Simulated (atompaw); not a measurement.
Before and after: PAW (atompaw) potential for samarium (Sm)

samarium (Sm), PAW, made with atompaw 4.2.0.5 (PBE, scalar-relativistic). Core [Kr] 4d10, reference 4f6 5s2 5p6 5d0.5 6s1.5 6p0. Waves: 5s (bound): rc 2.55 bohr; 6s (bound): rc 3.00 bohr; 5p (bound): rc 2.20 bohr; 6p (bound, empty): rc 2.50 bohr; 5d (bound): rc 3.00 bohr; 5d channel at 3 Ry: rc 3.00 bohr; 4f (bound): rc 1.70 bohr; 4f channel at 0.45 Ry: rc 1.70 bohr. Local part: troulliermartins scheme with l = 4 at -0.5 Ry, radius 2.00 bohr. Core correction: smooth core density matched at 1.50 bohr. Augmentation charge: sinc compensation charge, radius 2.20 bohr; PAW radius 3.00 bohr; waves and projectors: custom polynom gramschmidtortho.

All-electron outer shells of the reference configuration (PBE, scalar-relativistic, ld1.x):

| shell | level (eV) | outermost node (bohr) | outermost maximum (bohr) |
| --- | --- | --- | --- |
| 4p | -246.92 | 0.30 | 0.56 |
| 4d | -128.24 | 0.28 | 0.59 |
| 5s | -42.65 | 0.69 | 1.27 |
| 5p | -22.65 | 0.73 | 1.43 |
| 6s | -3.37 | 1.70 | 3.71 |
| 4f | -1.90 | – | 0.61 |
| 5d | -1.36 | 0.84 | 2.22 |
| 6p | -1.11 | 2.07 | 5.13 |

Change: all radii scaled by about 0.85 (s 2.16, p 1.86, d 2.54, f 1.44 bohr); local potential troulliermartins scheme with l = 4 at -0.5 Ry, radius 1.70 bohr; augmentation sinc compensation charge, radius 1.86 bohr; PAW radius 2.54 bohr; waves and projectors: custom polynom gramschmidtortho; core correction smooth core density matched at 1.26 bohr.

Cutoffs: the cutoffs (Ry, on a coarse ladder) from which the occupation-weighted sum of valence levels, in a spherical-Bessel basis at the reference potential, stays within 10 and 1 mRy of its value at 400 Ry; they do not see the model core or the augmentation charge, which bear on the density cutoff.

Q: What does the change do?

A: The potential gets harder (60 Ry and 100 Ry → 90 Ry and 140 Ry); neither file shows a bound ghost. A smaller radius makes the pseudo-wave follow the all-electron one further in, where it bends more sharply, so more plane waves are needed.

| quantity | base | changed |
| --- | --- | --- |
| cutoff, loose | 60 Ry | 90 Ry |
| cutoff, tight | 100 Ry | 140 Ry |
| loose cutoff by channel (10 mRy a level) | s 8 Ry, p 12 Ry, d 8 Ry, f 40 Ry | s 8 Ry, p 12 Ry, d 10 Ry, f 55 Ry |
| bound ghosts | none | none |
| lowest overlap eigenvalue by channel | s 0.61, p 0.80, d 0.86, f 0.98 | s 0.62, p 0.82, d 0.92, f 0.98 |

 The cutoffs see the waves, projectors and local potential, not the compensation charge or the core.
